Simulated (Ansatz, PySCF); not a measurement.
CH6ClFSi3, SMILES Cl[Si@]1(C[SiH2][SiH2]1)F. Atoms are numbered in the order given.

```xyz
12

F      0.3811     0.7766    -1.8449
Si     0.5099     0.2170    -0.3225
Cl     2.4542     0.5549     0.2795
C     -0.0281    -1.5795    -0.2808
Si    -1.8726    -1.2688     0.1330
Si    -1.3355     0.8828     0.9616
H      0.1824    -2.1707    -1.1853
H      0.4516    -2.0781     0.5798
H     -2.4620    -2.2709     1.0703
H     -2.6952    -1.1860    -1.1110
H     -2.1307     2.0810     0.5671
H     -1.0466     0.8867     2.4286
```
Charge 0, spin multiplicity 1.

Geometry: PBE0-D3(BJ)/def2-SVP. The structure was generated by enumeration; whether it is a known compound was not checked.

Two levels are set side by side: PBE-D3(BJ)/def2-SVP (Ansatz, a first-principles code) and PBE0-D3(BJ)/def2-SVP (Ansatz). Each level has its own optimised geometry; the coordinates shown are those of the second. Frequencies come from the Hessian of PySCF at each geometry. Differences are taken from unrounded values.

```csv
quantity,PBE0-D3(BJ)
mean bond length (Å),1.698
bond F1–Si2 (Å),1.627
bond Si2–Cl3 (Å),2.063
bond Si2–C4 (Å),1.876
bond Si2–Si6 (Å),2.345
bond C4–Si5 (Å),1.916
bond Si5–Si6 (Å),2.367
bond C4–H7 (Å),1.101
bond C4–H8 (Å),1.104
bond Si5–H9 (Å),1.493
bond Si5–H10 (Å),1.494
bond Si6–H11 (Å),1.491
bond Si6–H12 (Å),1.495
highest harmonic wavenumber (cm⁻¹),3164
mean harmonic wavenumber (cm⁻¹),968
zero-point energy (kcal/mol),41.51
```

Task: What does PBE-D3(BJ) give, and how far is it from PBE0-D3(BJ)? (An estimate is asked for; the answer gives what the named calculation found.)

Result: 
```
quantity                            PBE-D3(BJ)  PBE-D3(BJ) minus PBE0-D3(BJ)
----------------------------------  ----------  ----------------------------
mean bond length (Å)                     1.709                         0.012
bond F1–Si2 (Å)                          1.643                         0.016
bond Si2–Cl3 (Å)                         2.081                         0.017
bond Si2–C4 (Å)                          1.891                         0.015
bond Si2–Si6 (Å)                         2.358                         0.013
bond C4–Si5 (Å)                          1.928                         0.012
bond Si5–Si6 (Å)                         2.376                         0.009
bond C4–H7 (Å)                           1.109                         0.008
bond C4–H8 (Å)                           1.112                         0.007
bond Si5–H9 (Å)                          1.504                         0.011
bond Si5–H10 (Å)                         1.504                         0.010
bond Si6–H11 (Å)                         1.502                         0.011
bond Si6–H12 (Å)                         1.506                         0.011
highest harmonic wavenumber (cm⁻¹)        3077                           -87
mean harmonic wavenumber (cm⁻¹)            935                           -33
zero-point energy (kcal/mol)             40.09                         -1.42
```

GGA bonds tend to be longer and softer than those of functionals with exact exchange. Differences between two approximate levels are no errors against the true value.
